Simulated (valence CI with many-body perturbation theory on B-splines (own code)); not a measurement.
## Kr3+: what the settings do

Level of theory: valence CI with perturbative core correlation (CI+MBPT): five valence electrons over a frozen Dirac-Fock core [Ar] 3d10, a basis of 6 s, 6 p, 5 d, 3 f, 1 g functions for each j, with the one-electron correlation potential Σ1, the two-electron term Σ2, the three-electron term Σ3, Breit, model QED; selected CI, second order for the rest, scaled by the run's own slope (own B-spline code, finite nucleus).

Against 22 measured levels this calculation errs by 172 cm⁻¹ on average and by 304 at most. Among the levels kept, up to 2000 cm⁻¹ of a level comes from second order outside the variational space, and about a tenth of that is noise between levels of different J, which matters for small intervals.

The reference run has the lowest level 4s2 4p3 4S°_3/2 and an ionisation energy of 50.6491 eV. Its largest variational space holds 10001 state functions.

Names give the largest LS component (configuration and term), which can be under half, so a name can repeat, a term be missing and a line seem to break the LS rules; names also repeat where a configuration has a term twice.

Reference levels: 4s2 4p3 2D°_3/2 17271, 4s2 4p3 2D°_5/2 18917, 4s2 4p3 2P°_1/2 31360, 4s2 4p3 2P°_3/2 33678, 4s 4p4 4P_5/2 118496, 4s 4p4 4P_3/2 122145, 4s 4p4 4P_1/2 123823, 4s 4p4 2D_3/2 145656, 4s 4p4 2D_5/2 146524, 4s2 4p2 4d 2P_3/2 163315, 4s2 4p2 4d 2P_1/2 166068, 4s2 4p2 4d 4F_3/2 172592 cm⁻¹.

Problem. Rank these changes by the mean size of the shift of these levels, smallest first.
A. highest l with Σ1, explicit Σ2 and valence Breit (higher l get mean screening factors) 3 → 1
B. QED terms on → off
C. logarithmic knot step 0.27 → 0.4

Solution. C (10 cm⁻¹), B (85 cm⁻¹), A (1400 cm⁻¹).
